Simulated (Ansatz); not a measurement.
Ansatz (a first-principles code) input (CCSD(T)/aug-cc-pV(D+d)Z):
A basis named .json is the Basis Set Exchange file of that set.

Ansatz 0.2 input:
```yaml
crystal:
  periodic: [false, false, false]
  atoms:
    - {symbol: F, position_ang: [1.35220294, 0.02690012, -0.15770586]}
    - {symbol: S, position_ang: [-0.03514699, -0.03522348, 0.44455899]}
    - {symbol: F, position_ang: [-0.65725713, 1.17090359, -0.22593232]}
    - {symbol: F, position_ang: [-0.63246229, -1.13518419, -0.40668892]}
basis:
  gaussian:
    orbitals: aug-cc-pV_D+d_Z.json
total_charge: 1
magnetization: {spin_polarized: false}
correlation: {method: ccsd_t, electrons: outside_noble_gas}
output: {forces: true}
```

End of the output:

```
integrals: 0.13 GiB planned
938 factors; integrals over basis functions are off by at most 4.0e-4 eV
mean field: 0.33 GiB planned
mean field evaluation 1: about -18918.7605 eV, gradient 5.9e1 eV
mean field evaluation 2: about -18919.0887 eV, gradient 6.0e1 eV
mean field evaluation 4: about -18925.0074 eV, gradient 2.9e0 eV
mean field evaluation 8: about -18925.0910 eV, gradient 2.8e-1 eV
mean field evaluation 16: about -18921.8485 eV, gradient 4.2e1 eV
mean field -18925.09157084 eV, -695.4842873405 hartree, gradient 6.1e-6 eV, S^2 0.000000; 0 other end points of the search recorded, 0 dependent functions left out
8 core orbitals not correlated
reference -18925.09157084 eV, -695.4842873405 hartree; 13, 13 occupied and 80, 80 virtual orbitals, 938 factors
densities: 0.57 GiB planned
second order -20.56680324 eV of doubles, -0.00000000 eV of singles
coupled cluster: 0.41 GiB planned
cycle   1  -20.13457549 eV  change    4.3e-1 eV  update   1.3e-1
cycle   2  -20.69562064 eV  change   -5.6e-1 eV  update   4.0e-2
cycle   3  -20.83569733 eV  change   -1.4e-1 eV  update   2.1e-2
cycle   4  -20.82289936 eV  change    1.3e-2 eV  update   5.2e-3
cycle   5  -20.81835890 eV  change    4.5e-3 eV  update   2.6e-3
cycle   6  -20.82080146 eV  change   -2.4e-3 eV  update   6.5e-4
cycle   7  -20.82066648 eV  change    1.3e-4 eV  update   2.3e-4
cycle   8  -20.82050142 eV  change    1.7e-4 eV  update   5.2e-5
cycle   9  -20.82053214 eV  change   -3.1e-5 eV  update   2.1e-5
cycle  10  -20.82053739 eV  change   -5.3e-6 eV  update   6.1e-6
perturbative correction -0.64485927 eV, -0.0236981410 hartree
the calculation of the forces begins
Total energy: -18946.55696750 eV, -696.2731261181 hartree
Atom 0 at     1.352203     0.026900    -0.157706 Å, force     1.358159     0.062696    -0.613566 eV/Å
Atom 1 at    -0.035147    -0.035223     0.444559 Å, force    -0.170042    -0.170412     2.150786 eV/Å
Atom 2 at    -0.657257     1.170904    -0.225932 Å, force    -0.606177     1.181009    -0.680261 eV/Å
Atom 3 at    -0.632462    -1.135184    -0.406689 Å, force    -0.581940    -1.073293    -0.856958 eV/Å
Dipole moment:    -0.029158    -0.029222     0.368809 e Å
```

It need not be the lowest isomer of its formula.
